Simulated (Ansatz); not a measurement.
Geometry optimisation, RKS B3LYP-D4/def2-SVP in Ansatz 0.2.0.

Input:

```yaml
crystal:
  periodic: [false, false, false]
  atoms:
    - { symbol: Al, position_ang: [0.0, 0.0, 0.0] }
    - { symbol: H, position_ang: [0.0, 0.0, 1.91] }
    - { symbol: "N", position_ang: [1.6627, 0.0, -0.96] }
    - { symbol: H, position_ang: [2.1293, -0.9179, -1.2118] }
    - { symbol: H, position_ang: [2.1141, 0.9179, -1.2382] }
    - { symbol: "N", position_ang: [-1.6627, 0.0, -0.96] }
    - { symbol: H, position_ang: [-2.3316, -0.8164, -0.8614] }
    - { symbol: H, position_ang: [-1.9118, 0.8164, -1.5886] }
    - { symbol: O, position_ang: [0.0932, 1.9717, 0.6559] }
    - { symbol: H, position_ang: [0.4919, 2.0, 1.5834] }
    - { symbol: H, position_ang: [0.0471, 0.9963, 1.8084] }
basis:
  gaussian: { orbitals: def2-SVP }
hamiltonian:
  xc: b3lyp
  dispersion: d4
relax:
  f_tol: 0.15
  max_steps: 25
  restrain:
    - { distance: [0, 8], at: 2.98, k: 30.0 }
    - { distance: [10, 1], at: 1.86, k: 30.0 }
    - { distance: [0, 1], at: 1.56, k: 30.0 }
    - { distance: [10, 8], at: 1.01, k: 30.0 }
```

Run as:

```bash
$ ansatz run input.yaml --threads 2 --pin off --max-ram 3072MiB --backend cpu --events-out ev --progress --plain --runs-dir out
```

Problem. Where does it end, and by what steps?

Solution. It converged. The restraints hold the end off the free minimum; the threshold counts their pulls, which the force column leaves out. Restrained pairs: Al1–O9 (2.08 → 2.97 Å), H2–H11 (1.00 → 1.87 Å), Al1–H2 (1.91 → 1.57 Å), O9–H11 (1.51 → 0.99 Å). After 16 steps the energy has fallen by 3.122 eV (the restraints' own energy left out); O9 moved furthest, 1.03 Å.

| step | energy less start (eV) | largest force component (eV/Å) | accepted |
| --- | --- | --- | --- |
| 0 | 0.0000 | 4.134 | yes |
| 1 | 0.5317 | 3.383 | yes |
| 2 | 0.0411 | 4.383 | yes |
| 3 | -1.4286 | 2.741 | yes |
| 4 | -2.3056 | 2.271 | yes |
| 5 | -2.6013 | 2.019 | yes |
| 6 | -2.7540 | 1.750 | yes |
| 7 | -2.8768 | 1.236 | yes |
| 8 | -2.9454 | 1.042 | yes |
| 9 | -2.8584 | 2.608 | no |
| 10 | -2.9700 | 1.064 | yes |
| 11 | -3.0019 | 1.026 | yes |
| 12 | -3.0412 | 0.961 | yes |
| 13 | -3.0876 | 0.903 | yes |
| 14 | -3.1164 | 0.903 | yes |
| 15 | -3.1124 | 0.933 | no |
| 16 | -3.1215 | 0.854 | yes |

```xyz
11
Properties=species:S:1:pos:R:3
Al -0.086 -0.177 -0.166
H -0.106 -0.524 1.365
N 1.510 0.053 -0.928
H 2.383 -0.273 -0.519
H 1.670 0.371 -1.879
N -1.597 -0.120 -1.093
H -2.518 -0.103 -0.666
H -1.680 0.035 -2.093
O 0.038 2.158 1.664
H 0.971 2.322 1.459
H 0.047 1.226 1.993
```

The run took 35 s on 2 threads of Arm Neoverse V1 (shared host), peak memory 0.17 GiB.
